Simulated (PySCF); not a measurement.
Sn⁴⁴⁺: ionisation energy

Sn⁴⁴⁺ [He] 2s2 2p2 (3P) → Sn⁴⁵⁺ [He] 2s2 2p1 (2P), as a difference of total energies. Calculation: PySCF 2.14, in an even-tempered Gaussian basis (17 s from 20 bohr⁻², ratio 2.2; 10 p from 26 bohr⁻², ratio 2.2; 5 d from 99 bohr⁻², ratio 2.4; 5 f from 150 bohr⁻², ratio 2.4; 4 g from 220 bohr⁻², ratio 2.4); no relativity, point nucleus. Correlated levels: nothing frozen; virtual orbitals above 40 to 60 times the deepest correlated orbital energy dropped. The calculations carry no spin-orbit coupling.

| method | ionisation energy (eV) |
| --- | --- |
| UHF | 7278.7 |
| LDA | 7274.2 |
| PBE | 7277.2 |
| PBE0 | 7277.8 |
| r2SCAN | 7281.0 |
| M06 | 7280.4 |
| M06-2X | 7278.3 |
| MP2 (all electrons) | 7277.3 |
| SCS-MP2 (all electrons) | 7276.7 |

Spin-orbit coupling is strong in these open shells (close to jj coupling). The scalar numbers leave it out and a first-order estimate fails, so it can dominate the gap to the real levels.

The gap to the reference is mostly relativistic.

For comparison: 7531 ± 8 eV (semi-empirical (NIST evaluation); NIST Atomic Spectra Database, ionization energies).
